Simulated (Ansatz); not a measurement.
F₃ITi (`[F][Ti]([F])([F])[I]`), relaxed with RKS PBE0-D4/def2-TZVP in Ansatz from a PBE-D4/def2-SVP geometry. The force threshold is 0.005 eV/Å; the program also tests the step.

The species carries charge 0 and has multiplicity 1. I: def2 effective core potential.

Start:

```xyz
5

F    -0.262    0.097   -1.778
Ti   -0.148   -0.045   -0.049
F    -1.343    0.981    0.687
F    -0.450   -1.693    0.413
I     2.202    0.660    0.727
```

```tsv
step	energy (eV)	largest force (eV/Å)	largest move (Å)
1	-39365.3906	0.268	0.000
2	-39365.3937	0.177	0.038
3	-39365.3950	0.015	0.012
4	-39365.3950	0.001	0.001
```

End:

```xyz
5

F    -0.253    0.099   -1.776
Ti   -0.149   -0.045   -0.049
F    -1.334    0.985    0.691
F    -0.440   -1.692    0.415
I     2.177    0.653    0.720
```

Hardware: 4 threads of an Arm Neoverse V1 on a shared host. Wall time 20 s, peak host memory 0.53 GiB.
